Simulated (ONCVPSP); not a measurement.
## Logarithmic derivatives: silver, ONCV

ONCVPSP 4.0.1 input, shortened (lines: element, Z, core and valence counts, functional; n l f; lmax; l rc ep ncon nbas qcut; lloc lpopt rc5 dvloc0; l nproj debl; icmod fcfact rcfact), PBE, scalar-relativistic:

```
  Ag 47.00    6    4        4      upf
    1    0    2.00
    2    0    2.00
    2    1    6.00
    3    0    2.00
    3    1    6.00
    3    2   10.00
    4    0    2.00
    4    1    6.00
    4    2   10.00
    5    0    1.00
    2
    0    1.65    0.00    4    9    9.40
    1    1.20    0.00    5   10   13.50
    2    1.15    0.00    3    7    8.30
    4    2    0.90    0.00
    0    2    0.60
    1    2    2.00
    2    2    1.10
    0    0.00    0.00
```

In the p channel the program set the typed energies aside and used -2.152, 0.250 Ha.

The phase is arctan(r·R′/R) of the radial function R(r), unwrapped; energies in Ha, scanned from -5 to 5 Ha. A pole is an energy at which the radial function vanishes at the test radius. The pseudo phase is shifted by a multiple of π to meet the all-electron one at the reference energy, and phase errors are pseudo minus all-electron; the curves can meet again beyond the range given. Levels narrower than the energy grid can be missing from the lists of poles.

```csv
channel,radius (bohr),reference energy (Ha),"poles, all-electron","poles, pseudo",unbroken range about the reference energy with phases within 0.05 rad,phase error 1 Ha above the reference energy (rad)
s,1.67,-0.16,-3.25,-3.25,the whole range,-0.001
p,1.22,-2.15,0.34,0.34,the whole range,-0.000
d,1.17,-0.27,3.74,3.73,the whole range,-0.000
```

Phases in the p channel:

```csv
E (Ha),all-electron,pseudo
-4.96,0.787,0.787
-4.72,0.688,0.688
-4.48,0.561,0.560
-4.24,0.398,0.397
-4.00,0.193,0.193
-3.76,-0.047,-0.048
-3.52,-0.303,-0.303
-3.28,-0.543,-0.543
-3.04,-0.748,-0.748
-2.80,-0.911,-0.912
-2.56,-1.040,-1.040
-2.32,-1.140,-1.140
-2.08,-1.219,-1.219
-1.84,-1.284,-1.284
-1.60,-1.337,-1.337
-1.36,-1.381,-1.381
-1.12,-1.418,-1.418
-0.88,-1.451,-1.451
-0.64,-1.480,-1.480
-0.40,-1.505,-1.505
-0.16,-1.528,-1.528
0.08,-1.550,-1.550
0.32,-1.569,-1.569
0.56,-1.587,-1.587
0.80,-1.605,-1.605
1.04,-1.621,-1.621
1.28,-1.637,-1.637
1.52,-1.653,-1.653
1.76,-1.669,-1.669
2.00,-1.684,-1.684
2.24,-1.700,-1.700
2.48,-1.715,-1.716
2.72,-1.732,-1.732
2.96,-1.749,-1.749
3.20,-1.766,-1.767
3.44,-1.785,-1.786
3.68,-1.806,-1.806
3.92,-1.827,-1.828
4.16,-1.851,-1.852
4.40,-1.878,-1.879
4.64,-1.907,-1.909
4.88,-1.941,-1.944
```
